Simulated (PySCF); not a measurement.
Compound: C2H2BFO2.
Bonds: F1–C2, C2–C3 (double), C3–O4, O4–B5, B5–O6, C2–O6. Hydrogens: H7 on C3; H8 on B5.

Computed by this run: PBE0-D3(BJ)/def2-SVP geometry optimisation, gas phase in PySCF 2.14.0; density fitting, grid level 1; the optimiser is geomeTRIC in internal coordinates, started from a GFN2-xTB structure with every atom displaced at random (about 0.01 Å).

Step 0: E = -9577.5943 eV
```
atom  x, y, z in Å  |  force x, y, z in eV/Å
F1     -1.1526   -0.9360    1.7559    0.352   0.277  -0.542
C2     -0.5067   -0.3831    0.7505   -0.458   0.021   0.432
C3     -0.6595    0.8049    0.1469    1.753  -1.113  -0.962
O4      0.3217    0.8681   -0.8697   -1.157   0.294   0.860
B5      0.9852   -0.3120   -0.8048    0.126   0.357  -0.215
O6      0.4847   -1.0939    0.2014   -0.130  -0.656   0.491
H7     -1.2979    1.6262    0.2852   -0.930   1.096   0.239
H8      1.8765   -0.5949   -1.5130    0.444  -0.276  -0.303
```

Step 1: E = -9577.5298 eV
```
atom  x, y, z in Å  |  force x, y, z in eV/Å
F1     -1.0626   -0.8680    1.8174   -0.288  -0.241  -0.331
C2     -0.5578   -0.4150    0.7015    0.619   0.390   0.538
C3     -0.6218    0.8109    0.1585   -0.775  -0.037  -0.493
O4      0.2617    0.8473   -0.8950    0.327   0.219   0.210
B5      0.9639   -0.3259   -0.8474   -0.357  -0.122   0.284
O6      0.3902   -1.1635    0.1101    0.295   0.118   0.055
H7     -1.3096    1.6460    0.3182    0.279  -0.165   0.040
H8      1.9877   -0.5526   -1.4110   -0.100  -0.162  -0.303
```

Step 2: E = -9577.6250 eV
```
atom  x, y, z in Å  |  force x, y, z in eV/Å
F1     -1.0939   -0.9144    1.7886   -0.256   0.100  -0.248
C2     -0.5356   -0.3930    0.7313    0.468   0.056   0.172
C3     -0.6249    0.8172    0.1541   -0.500  -0.122  -0.111
O4      0.2936    0.8721   -0.8678    0.052  -0.059   0.146
B5      0.9678   -0.3170   -0.8309    0.056  -0.079   0.169
O6      0.4274   -1.1350    0.1549    0.182   0.150  -0.079
H7     -1.3245    1.6378    0.2872    0.111   0.028   0.108
H8      1.9418   -0.5885   -1.4651   -0.114  -0.074  -0.156
```

**Question.** Estimate the geometry and energy of step 3. (The exact step hangs on the optimiser's Hessian estimate; all steps are aligned on step 2, rigid shifts and turns removed.)

**Answer.** E = -9577.6454 eV, largest force 0.813 eV/Å
```
atom  x, y, z in Å  |  force x, y, z in eV/Å
F1     -1.1713   -0.9028    1.7239    0.087  -0.324   0.165
C2     -0.4916   -0.3824    0.7449   -0.285   0.178   0.337
C3     -0.6395    0.8155    0.1637    0.464  -0.545  -0.385
O4      0.3092    0.8707   -0.8320    0.124   0.282  -0.332
B5      1.0009   -0.3104   -0.8059   -0.002   0.258  -0.082
O6      0.5106   -1.1060    0.2124   -0.368  -0.003   0.184
H7     -1.3485    1.6222    0.2945   -0.018   0.110   0.066
H8      1.8818   -0.6274   -1.5490   -0.003   0.045   0.048
```

The energy changes by -0.0204 eV. The first-order estimate −F·Δx gives -0.1140 eV and the mean of the old and new forces, exact on a quadratic surface, -0.0200 eV. The step makes an angle of 52° with the force vector and moves no atom by more than 0.110 Å.

The cost below is that of the whole optimisation. On one thread, Arm Neoverse V1 (aarch64), shared host with 32 logical CPUs at a one-minute load of 25, this took 23 s of wall time and 0.38 GiB of memory at its peak.
